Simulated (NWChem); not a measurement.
System: CdNH$_{2}$I; SMILES [NH2][Cd][I]

Here is an NWChem input.

```
start job
memory heap 200 mb stack 900 mb global 1100 mb
geometry units angstroms
  Cd    -1.132195    -0.343224     0.341611
  I      1.227980     0.456255    -0.569438
  N     -1.712379    -1.180603     2.089584
  H     -2.113923    -2.110262     1.978882
  H     -2.430167    -0.650170     2.580119
end
basis spherical
  * library def2-svp
end
ecp
  Cd library def2-ecp
  I library def2-ecp
end
dft
  xc pbe0
  iterations 150
end
driver
  maxiter 120
end
task dft optimize
dft
  grid fine
  convergence energy 1d-8 density 1d-7
end
task dft freq numerical
```

Output (shortened):

```
             Northwest Computational Chemistry Package (NWChem) 7.3.0
             --------------------------------------------------------

 C1  symmetry detected

                             Geometry "geometry" -> ""
                             -------------------------

 Output coordinates in angstroms (scale by  1.889725989 to convert to a.u.)

  No.       Tag          Charge          X              Y              Z
 ---- ---------------- ---------- -------------- -------------- --------------
    1 Cd                  48.0000    -0.26093296    -1.13174957    -0.00022934
    2 I                   53.0000     0.06129433     1.50183588     0.00027153
    3 N                    7.0000     1.05180434    -2.67120736     0.00391250
    4 H                    1.0000     0.97992643    -3.26603458    -0.81996401
    5 H                    1.0000     0.93362581    -3.30883605     0.78919389

 Effective nuclear repulsion energy (a.u.)     679.5234516356

                                Z-matrix (autoz)
                                --------

 Units are Angstrom for bonds and degrees for angles

      Type          Name      I     J     K     L     M      Value
      ----------- --------  ----- ----- ----- ----- ----- ----------
    1 Stretch                  1     2                       2.65323
    2 Stretch                  1     3                       2.02317
    3 Stretch                  3     4                       1.01870
    4 Stretch                  3     5                       1.01843
    5 Bend                     1     3     4               113.38227
    6 Bend                     1     3     5               113.74614
    7 Bend                     2     1     3               132.56909
    8 Bend                     4     3     5               104.46789
    9 Torsion                  2     1     3     4        -118.23843
   10 Torsion                  2     1     3     5         122.57999

                           NWChem Geometry Optimization
                           ----------------------------

 maximum gradient threshold         (gmax) =   0.000450
 rms gradient threshold             (grms) =   0.000300
 maximum cartesian step threshold   (xmax) =   0.001800
 rms cartesian step threshold       (xrms) =   0.001200
 fixed trust radius                (trust) =   0.300000
 source of zmatrix                         =   autoz

          -------------------
          Energy Minimization
          -------------------

 Using diagonal initial Hessian
 Scaling for Hessian diagonals: bonds = 1.00  angles = 0.25  torsions = 0.10

          --------
          Step   0

                                 NWChem DFT Module
                                 -----------------

 Summary of "ao basis" -> "ao basis" (spherical)
 ------------------------------------------------------------------------------
       Tag                 Description            Shells   Functions and Types
 ---------------- ------------------------------  ------  ---------------------
 Cd                         def2-svp                11       31   5s3p2d1f
 I                          def2-svp                10       26   4s4p2d
 N                          def2-svp                 6       14   3s2p1d
 H                          def2-svp                 3        5   2s1p

            General Information
            -------------------
          SCF calculation type: DFT
          Wavefunction type:  closed shell.
          No. of atoms     :     5
          No. of electrons :    54
           Alpha electrons :    27
            Beta electrons :    27
          Charge           :     0
          Spin multiplicity:     1
          Use of symmetry is: off; symmetry adaption is: off
          Maximum number of iterations: 150
          AO basis - number of functions:    81
                     number of shells:    33
          Convergence on energy requested:  1.00D-06
          Convergence on density requested:  1.00D-05
          Convergence on gradient requested:  5.00D-04

              XC Information
              --------------
                         PBE0 Method XC Functional
                     Hartree-Fock (Exact) Exchange  0.250
          PerdewBurkeErnzerhof Exchange Functional  0.750
            Perdew 1991 LDA Correlation Functional  1.000 local
           PerdewBurkeErnz. Correlation Functional  1.000 non-local

             Grid Information
             ----------------
          Grid used for XC integration:  medium
          Radial quadrature: Mura-Knowles
          Angular quadrature: Lebedev.
          Tag              B.-S. Rad. Rad. Pts. Rad. Cut. Ang. Pts.
          ---              ---------- --------- --------- ---------
          Cd                  1.55      123          10.0       590
          I                   1.40      123          12.0       590
          N                   0.65       49          11.0       434
          H                   0.35       45          12.0       434
          Grid pruning is: on
          Number of quadrature shells:   385
          Spatial weights used:  Erf1

      Superposition of Atomic Density Guess
      -------------------------------------

 Sum of atomic energies:        -594.34354550

      Non-variational initial energy
      ------------------------------

 Total energy =    -519.292257
 1-e energy   =   -1246.523940
 2-e energy   =     548.208502
 HOMO         =      -0.332344
 LUMO         =      -0.081581

   convergence    iter        energy       DeltaE   RMS-Dens  Diis-err
 ---------------- ----- ----------------- --------- --------- ---------
 d= 0,ls=0.0,diis     1   -521.2467902090 -7.00D+02  2.02D-02  4.58D-01
 d= 0,ls=0.0,diis     2   -521.0747997266  1.72D-01  1.37D-02  1.75D+00
 d= 0,ls=0.0,diis     3   -521.3079661186 -2.33D-01  3.52D-03  5.19D-02
 d= 0,ls=0.0,diis     4   -521.3140688220 -6.10D-03  1.49D-03  9.57D-03
 d= 0,ls=0.0,diis     5   -521.3156678956 -1.60D-03  2.01D-04  3.61D-04
  Resetting Diis
 d= 0,ls=0.0,diis     6   -521.3157066676 -3.88D-05  5.53D-05  2.15D-05
 d= 0,ls=0.0,diis     7   -521.3157088329 -2.17D-06  1.71D-05  8.29D-07
 d= 0,ls=0.0,diis     8   -521.3157088524 -1.95D-08  1.07D-05  7.86D-07
 d= 0,ls=0.0,diis     9   -521.3157089256 -7.32D-08  3.75D-06  1.45D-07

         Total DFT energy =     -521.315708925637
      One electron energy =    -1248.035235504669
           Coulomb energy =      592.989323761526
    Exchange-Corr. energy =      -45.292978160615
 Nuclear repulsion energy =      179.023180978121

 Numeric. integr. density =       54.000004516334

                       DFT Final Molecular Orbital Analysis
                       ------------------------------------

 Vector   25  Occ=2.000000D+00  E=-2.674377D-01
              MO Center=  6.9D-01, -1.8D+00, -1.1D-03, r^2= 4.2D+00
   Bfn.  Coefficient  Atom+Function         Bfn.  Coefficient  Atom+Function
  ----- ------------  ---------------      ----- ------------  ---------------
    61      0.457409  3 N  px                64     -0.393935  3 N  px
     4      0.194229  1 Cd s                 42     -0.190937  2 I  px
    43      0.176803  2 I  py                45     -0.162148  2 I  px
    46      0.135230  2 I  py                59     -0.123686  3 N  s
     2     -0.121805  1 Cd s                 13     -0.119605  1 Cd py

 Vector   26  Occ=2.000000D+00  E=-2.643521D-01
              MO Center=  4.8D-02,  1.4D+00,  3.3D-03, r^2= 2.2D+00
   Bfn.  Coefficient  Atom+Function         Bfn.  Coefficient  Atom+Function
  ----- ------------  ---------------      ----- ------------  ---------------
    44      0.588325  2 I  pz                47      0.540619  2 I  pz
    41     -0.240881  2 I  pz                38     -0.195370  2 I  pz
    16     -0.092317  1 Cd d -1              14      0.068058  1 Cd pz
    11      0.055185  1 Cd pz                 8     -0.048398  1 Cd pz
    42     -0.030800  2 I  px                45     -0.027571  2 I  px

 Vector   27  Occ=2.000000D+00  E=-2.606339D-01
              MO Center=  2.3D-01,  7.6D-01,  1.4D-03, r^2= 4.4D+00
   Bfn.  Coefficient  Atom+Function         Bfn.  Coefficient  Atom+Function
  ----- ------------  ---------------      ----- ------------  ---------------
    42      0.534615  2 I  px                45      0.497006  2 I  px
    39     -0.218969  2 I  px                61      0.201008  3 N  px
    64     -0.183222  3 N  px                36     -0.177527  2 I  px
    46     -0.108147  2 I  py                43     -0.103904  2 I  py
    15     -0.101410  1 Cd d -2              62      0.100144  3 N  py

[...]

      ----------------------
      Optimization converged
      ----------------------

  Step       Energy      Delta E   Gmax     Grms     Xrms     Xmax
  ---- ---------------- -------- -------- -------- -------- --------
@    7    -521.33068426 -2.5D-07  0.00006  0.00003  0.00054  0.00120
                                     ok       ok       ok       ok

                                Z-matrix (autoz)
                                --------

 Units are Angstrom for bonds and degrees for angles

      Type          Name      I     J     K     L     M      Value     Gradient
      ----------- --------  ----- ----- ----- ----- ----- ---------- ----------
    1 Stretch                  1     2                       2.59315   -0.00004
    2 Stretch                  1     3                       2.01444    0.00006
    3 Stretch                  3     4                       1.01999    0.00001
    4 Stretch                  3     5                       1.01999    0.00001
    5 Bend                     1     3     4               112.60340    0.00001
    6 Bend                     1     3     5               112.61794   -0.00001
    7 Bend                     2     1     3               175.25866    0.00000
    8 Bend                     4     3     5               106.04577   -0.00003
    9 Torsion                  2     1     3     4        -118.66354   -0.00002
   10 Torsion                  2     1     3     5         121.48170    0.00002

                         Geometry "geometry" -> "geometry"
                         ---------------------------------

 Output coordinates in angstroms (scale by  1.889725989 to convert to a.u.)

  No.       Tag          Charge          X              Y              Z
 ---- ---------------- ---------- -------------- -------------- --------------
    1 Cd                  48.0000     0.39353204    -0.92902886     0.00114687
    2 I                   53.0000    -0.30750959     1.56756186     0.00369247
    3 N                    7.0000     1.09655391    -2.81681261     0.00141225
    4 H                    1.0000     0.82059714    -3.33803429    -0.83079014
    5 H                    1.0000     0.76254445    -3.35967777     0.79772312

 Effective nuclear repulsion energy (a.u.)     688.2941356183

                Final and change from initial internal coordinates
                --------------------------------------------------

                                Z-matrix (autoz)
                                --------

 Units are Angstrom for bonds and degrees for angles

      Type          Name      I     J     K     L     M      Value       Change
      ----------- --------  ----- ----- ----- ----- ----- ---------- ----------
    1 Stretch                  1     2                       2.59315   -0.06007
    2 Stretch                  1     3                       2.01444   -0.00873
    3 Stretch                  3     4                       1.01999    0.00129
    4 Stretch                  3     5                       1.01999    0.00156
    5 Bend                     1     3     4               112.60340   -0.77887
    6 Bend                     1     3     5               112.61794   -1.12820
    7 Bend                     2     1     3               175.25866   42.68957
    8 Bend                     4     3     5               106.04577    1.57788
    9 Torsion                  2     1     3     4        -118.66354   -0.42511
   10 Torsion                  2     1     3     5         121.48170   -1.09829

 ==============================================================================
                                internuclear distances
 ------------------------------------------------------------------------------
       center one      |      center two      | atomic units |  angstroms
 ------------------------------------------------------------------------------
    2 I                |   1 Cd               |     4.90034  |     2.59315
    3 N                |   1 Cd               |     3.80674  |     2.01444
    4 H                |   3 N                |     1.92751  |     1.01999
    5 H                |   3 N                |     1.92750  |     1.01999
 ------------------------------------------------------------------------------
                         number of included internuclear distances:          4
 ==============================================================================

[second-derivative integrals and response iterations left out]

  Vibrational analysis via the FX method

  See chapter 2 in "Molecular Vibrations" by Wilson, Decius and Cross

  Vib: Default input used

[...]

 Rotational Constants
 --------------------
 A=   9.302275 cm-1  ( 13.383600 K)
 B=   0.029015 cm-1  (  0.041745 K)
 C=   0.028972 cm-1  (  0.041683 K)

 Temperature                      =   298.15K
 frequency scaling parameter      =   1.0000

 Zero-Point correction to Energy  =   15.734 kcal/mol  (  0.025074 au)
 Thermal correction to Energy     =   19.066 kcal/mol  (  0.030384 au)
 Thermal correction to Enthalpy   =   19.658 kcal/mol  (  0.031327 au)

 Total Entropy                    =   77.666 cal/mol-K
   - Translational                =   42.510 cal/mol-K (mol. weight = 256.8227)
   - Rotational                   =   24.826 cal/mol-K (symmetry #  =        1)
   - Vibrational                  =   10.329 cal/mol-K

 Cv (constant volume heat capacity) =   14.653 cal/mol-K
   - Translational                  =    2.979 cal/mol-K
   - Rotational                     =    2.979 cal/mol-K
   - Vibrational                    =    8.694 cal/mol-K

[normal modes left out]

 ----------------------------------------------------------------------------
 Normal Eigenvalue ||           Projected Infra Red Intensities
  Mode   [cm**-1]  || [atomic units] [(debye/angs)**2] [(KM/mol)] [arbitrary]
 ------ ---------- || -------------- ----------------- ---------- -----------
    1        0.000 ||    0.000200           0.005         0.195       0.116
    2        0.000 ||    0.000029           0.001         0.028       0.017
    3        0.000 ||    0.024922           0.575        24.296      14.417
    4        0.000 ||    0.001470           0.034         1.433       0.850
    5        0.000 ||    0.000331           0.008         0.323       0.191
    6        0.000 ||    0.008234           0.190         8.027       4.763
    7       97.451 ||    0.004421           0.102         4.310       2.558
    8       98.416 ||    0.000279           0.006         0.272       0.161
    9      207.473 ||    0.008059           0.186         7.856       4.662
   10      520.090 ||    0.126317           2.914       123.140      73.073
   11      608.690 ||    0.035738           0.825        34.839      20.674
   12      781.582 ||    0.018668           0.431        18.198      10.799
   13     1532.581 ||    0.006456           0.149         6.294       3.735
   14     3534.149 ||    0.013693           0.316        13.349       7.921
   15     3631.067 ||    0.010479           0.242        10.215       6.062
 ----------------------------------------------------------------------------
```

Level: PBE0/def2-SVP with def2 effective core potentials on Cd, I. def2 effective core potentials on Cd, I; no spin-orbit coupling.
